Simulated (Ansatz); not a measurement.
One change: `C=C=C[SiH2]C` becomes `C=C=CN=C`.

Ansatz, PBE0-D4/def2-TZVP geometries, multiplicity 1. Each molecule was computed in one conformer, which needn't be the lowest.

```tsv
property	`C=C=C[SiH2]C`
size of the dipole moment (B3LYP/def2-TZVPP) / D	0.69
LUMO energy (PBE0/def2-TZVPP) / eV	-0.06
HOMO–LUMO gap (PBE/def2-TZVPP) / eV	5.25
HOMO–LUMO gap (B3LYP/def2-TZVPP) / eV	6.93
LUMO energy (B3LYP/def2-TZVPP) / eV	-0.28
HOMO–LUMO gap (PBE0/def2-TZVPP) / eV	7.37
```

Q: What does the change do to each property? (Best estimate.)

A: Ansatz gave: 
| property | `C=C=CN=C` | shift |
| --- | --- | --- |
| size of the dipole moment (B3LYP/def2-TZVPP) / D | 1.31 | 0.62 |
| LUMO energy (PBE0/def2-TZVPP) / eV | -1.10 | -1.04 |
| HOMO–LUMO gap (PBE/def2-TZVPP) / eV | 4.02 | -1.23 |
| HOMO–LUMO gap (B3LYP/def2-TZVPP) / eV | 5.63 | -1.30 |
| LUMO energy (B3LYP/def2-TZVPP) / eV | -1.32 | -1.04 |
| HOMO–LUMO gap (PBE0/def2-TZVPP) / eV | 6.05 | -1.32 |

With PBE0 the HOMO rises by 0.28 eV and the LUMO falls by 1.04 eV, so the gap narrows by about 1.32 eV. PBE moves the HOMO by 0.18 eV and ωB97M-V by 0.39 eV. Dipoles are sizes alone; their direction can turn.

B3LYP here is the variant with VWN-RPA as its local correlation; programs differ in this.
